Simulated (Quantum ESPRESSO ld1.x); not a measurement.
Species: Ce41+. Configuration: [Ne] 3s2 3p5.

Method: Dirac Kohn-Sham, relativistic LDA (MacDonald-Vosko exchange, VWN5 correlation), spin-unpolarised, spherical densities, point nucleus; open shells are shared between the two j in proportion to 2j + 1; computed with ld1.x of Quantum ESPRESSO 7.5.

Energy parts (hartree):
total: -7392.68
kinetic: 7996.48
electron-nucleus: -16309.06
Hartree: 1027.46
exchange-correlation: -107.56

Orbitals (lengths in bohr, moments of r in powers of bohr; r(max) is where P^2 peaks):
\begin{tabular}{lrrr}
orbital & occ. & eigenvalue (hartree) & r(max) \\ \hline
1s1/2 & 2 & -1559.70 & 0.016 \\
2s1/2 & 2 & -322.754 & 0.089 \\
2p1/2 & 2 & -310.826 & 0.068 \\
2p3/2 & 4 & -294.256 & 0.073 \\
3s1/2 & 2 & -123.719 & 0.242 \\
3p1/2 & 1.66667 & -119.290 & 0.227 \\
3p3/2 & 3.33333 & -115.183 & 0.236 \\
\end{tabular}

The highest occupied level is 3p3/2 at -3134.3 eV. Summed over all electrons, <r^2> = 0.5918 bohr^2, which gives a Langevin (diamagnetic) susceptibility term of -0.469 x 10^-6 cm^3/mol.
